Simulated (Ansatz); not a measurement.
The cluster SnO3H2. The state is a singlet with charge 0. Geometry PBE-D4/def2-SVP.

Cartesian coordinates in Å:
```
Sn -0.0710 1.2591 0.5694
O 1.0532 -0.8956 0.2742
O -0.3378 -0.8440 0.8102
O -0.9577 1.3007 -1.2475
H -1.2343 0.3868 -1.4705
H 1.5476 -1.2069 1.0642
```

In the def2 sets Sn takes a core potential; there is no spin–orbit coupling. The structure holds one bond between oxygen atoms, so isomers without such links may lie far lower. The structure comes from a short search, and lower isomers may exist.

(1) Estimate the orbital energies around the gap (eV) in Ansatz with PBE-D4/def2-SVP, PBE-D4/def2-TZVP, PBE-D4/def2-TZVPD, PBE0-D4/def2-TZVPD, CAM-B3LYP-D4/def2-TZVP.

## Answers

(1) 
| orbital | PBE-D4/def2-SVP | PBE-D4/def2-TZVP | PBE-D4/def2-TZVPD | PBE0-D4/def2-TZVPD | CAM-B3LYP-D4/def2-TZVP |
| --- | --- | --- | --- | --- | --- |
| HOMO−5 | -9.94 | -10.27 | -10.37 | -12.03 | -13.40 |
| HOMO−4 | -8.27 | -8.59 | -8.69 | -10.29 | -11.69 |
| HOMO−3 | -6.77 | -7.04 | -7.15 | -8.72 | -10.15 |
| HOMO−2 | -6.66 | -6.91 | -7.00 | -8.39 | -9.79 |
| HOMO−1 | -6.14 | -6.46 | -6.57 | -8.18 | -9.56 |
| HOMO | -5.58 | -5.92 | -6.03 | -7.54 | -8.90 |
| LUMO | -2.54 | -2.77 | -2.86 | -2.17 | -1.23 |
| LUMO+1 | -0.96 | -1.30 | -1.47 | -0.72 | 0.22 |
| LUMO+2 | -0.82 | -1.24 | -1.40 | -0.15 | 0.90 |
| LUMO+3 | -0.02 | -0.49 | -0.72 | 0.02 | 1.49 |
| LUMO+4 | 1.15 | 0.54 | -0.26 | 0.39 | 2.45 |
| LUMO+5 | 2.38 | 1.78 | 0.64 | 1.39 | 3.57 |
